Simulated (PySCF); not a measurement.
C4H7FSi, SMILES C#CC[Si@@H](C)F. Atoms are numbered in the order given.

```xyz
13

C      2.3939     0.5344     1.2455
C      1.7405    -0.1643     0.5013
C      0.9034    -0.9643    -0.3710
Si    -0.8564    -0.2898    -0.4906
C     -1.5631     0.0874     1.1831
F     -0.8018     1.0822    -1.3699
H      2.9894     1.1466     1.8967
H      1.3268    -1.0118    -1.3893
H      0.8444    -2.0057    -0.0063
H     -1.6862    -1.2619    -1.2601
H     -1.6615    -0.8350     1.7771
H     -0.8971     0.7750     1.7265
H     -2.5576     0.5509     1.1002
```
Charge 0, spin multiplicity 1.

Coordinates come from a PBE0-D3(BJ)/def2-SVP optimisation. The structure was generated by enumeration; whether it is a known compound was not checked. One conformer was computed; it need not be the lowest.

Method: PySCF with PBE/pcSseg-1.

GIAO shieldings, no solvent; atoms listed in one row are averaged. δ = σ(ref) − σ: ¹³C against TMS (σ = 182.0 ppm); ²⁹Si against TMS (σ = 335.4 ppm); ¹⁹F against CFCl3 (σ = 133.6 ppm); ¹H against TMS (σ = 31.49 ppm), references at their B3LYP-D3(BJ)/def2-TZVP geometries, non-relativistic.

**Question.** Estimate the chemical shifts. (The exact figures need the calculation; the answer reports its results.)

**Answer.** 
| nucleus | atoms | count | δ (ppm) |
|---|---|---|---|
| ¹³C | C2 | 1 | 81.3 |
| ¹³C | C1 | 1 | 73.2 |
| ¹³C | C3 | 1 | 12.0 |
| ¹³C | C5 | 1 | -1.5 |
| ²⁹Si | Si4 | 1 | 24.8 |
| ¹⁹F | F6 | 1 | -226.1 |
| ¹H | H10 | 1 | 5.51 |
| ¹H | H8 | 1 | 2.39 |
| ¹H | H7 | 1 | 1.95 |
| ¹H | H9 | 1 | 1.70 |
| ¹H | H11, H12, H13 | 3 | 0.78 |
